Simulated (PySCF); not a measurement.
## Electronic absorption of 4-bromothiophenol

Compound: 4-bromothiophenol, C6H5BrS.
SMILES: `Sc1ccc(Br)cc1`

Method used: TDDFT B3LYP/def2-SVPD, vertical, gas phase, core orbitals frozen in the response (PySCF 2.14.0, density-fitted response routines). Geometry: PBE0-D3(BJ)/def2-SVP, one conformer, isolated molecule. Relativistic effects, spin–orbit coupling among them, are left out although an element past zinc is present. Torsions of this conformer, `[SH:1][c:2]1[cH:3][cH:4][c:5]([Br:6])[cH:7][cH:8]1`: H–S1–C2–C3 0°.

Problem. What does the calculation give for the low-lying excited states?

Solution. 

| state | λ (nm) | E (eV) | f | \|μ\| (D) | symmetry | main configurations (H = HOMO, L = LUMO) |
| --- | --- | --- | --- | --- | --- | --- |
| S1 | 277.6 | 4.47 | 0.011 | 0.79 | A′ | H→L (90%), H-1→L+1 (9%) |
| S2 | 261.9 | 4.73 | 0.0010 | 0.24 | – | H→L+2 (94%) |
| S3 | 251.8 | 4.92 | 0.375 | 4.48 | A′ | H→L+1 (93%) |
| S4 | 236.8 | 5.24 | 0.0002 | 0.10 | – | H→L+3 (88%) |
| S5 | 219.1 | 5.66 | 0.014 | 0.82 | A″ | H→L+4 (92%) |
| S6 | 208.3 | 5.95 | 0.015 | 0.81 | A′ | H-2→L (75%), H-1→L+1 (21%) |

The lowest singlet comes at 278 nm (431 kJ/mol) in the ultraviolet; it is weak; its leading configuration is HOMO→LUMO (90%). The strongest level in the table is S3 at 4.92 eV (252 nm, f = 0.375). Löwdin shares by element: HOMO sulfur 34%, carbon 26% or more, bromine 14% (atoms not listed hold the other 25%); LUMO carbon 73% or more (atoms not listed hold the other 27%). The oscillator strengths of these states sum to 0.416; summed over the whole spectrum of an exact calculation they would give the number of electrons, 92 (Thomas–Reiche–Kuhn). Of the 6 states listed, 4 reach f = 0.01 and 1 stays under 0.0005. Orbital energies (eV): HOMO-3 -8.12, HOMO-2 -7.89, HOMO-1 -7.68, HOMO -6.28, LUMO -1.06, LUMO+1 -0.98, LUMO+2 -0.57. Symmetry labels in Cs follow from the direction of the transition dipole and are given only for states with f of 0.002 or more. The window holds the lowest 6 singlets.
